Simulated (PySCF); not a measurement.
## How methods differ on the ionisation energy of Xe

Xe [Xe] (1S) → Xe⁺ [Kr] 4d10 5s2 5p5 (2P), as a difference of total energies. Computed with PySCF 2.14 in cc-pVDZ-PP with ECP28MDF (4s3p2d, 23 functions), with scalar relativity through the core potential. Correlated levels: valence: 4s2 4p6 4d10 frozen. The calculations carry no spin-orbit coupling.

```tsv
method	ionisation energy (eV)
UHF	11.590
B3LYP	12.474
MN15	12.248
MP2 (valence)	12.161
SCS-MP2 (valence)	12.095
CCSD (valence)	12.069
CCSD(T) (valence)	12.068
```

Errors of the correlated levels include the incompleteness of this basis and the frozen core.

Task: Which method comes closest to the reference value, and which is furthest?

Result: The reference is 12.565 eV (measured; NIST levels, between the centres of gravity of the two terms). Closest: B3LYP (error -0.091 eV); furthest: UHF (error -0.975 eV).
